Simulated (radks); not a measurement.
Numerical settings for the manganese ion Mn19+, [He] 2s2 2p2. All-electron calculation, non-relativistic Kohn-Sham, PBEsol, spin-polarised, spherical densities, point nucleus; open shells are filled with parallel spins first. Program: a radial shooting solver on a logarithmic mesh with Libxc functionals. The defaults (mesh step 0.008 in ln r, mesh end at 40 bohr or more with all orbitals vanishing there, Anderson mixing 0.5 over 9 steps, residual threshold near 1e-9 with the energy settled to 1e-9 hartree or 1e-11 of itself, here a cap of 75 iterations) give E = -858.0875 hartree and 2p at -1483.4 eV in 13 iterations. Run on one thread of a shared host, so times are rough (Arm Neoverse N1): 0.09 s of CPU time, 0.09 s wall, 13 iterations on 2476 mesh points. Changes against that run (0 stands for a change within the tolerance of the run):

setting,iterations,converged,E (mhartree),e(2p) (meV),CPU (s)
mesh step in ln r 0.05,13,yes,-0.000204,0,0.03
mesh step in ln r 0.02,13,yes,0,0,0.04
mesh step in ln r 0.005,13,yes,0,0,0.13
mesh end (bohr) 3,13,yes,0,0,0.08
mesh end (bohr) 2,13,yes,0,0,0.08
residual threshold 0.1,7,yes,0,-0.0431,0.06
residual threshold 0.001,7,yes,0,-0.0431,0.06
mixing 1,8,yes,0,0,0.06
"linear mixing, mixing 0.05",75,no,+0.472,-5.68e+03,0.41
"linear mixing, mixing 1",11,yes,0,0,0.07
mixing history 2,22,yes,0,0,0.13
iteration cap 8,8,no,0,0,0.05

No run marked as converged misses the energy by more than 1 mhartree. A mesh that ends early acts as a hard wall.
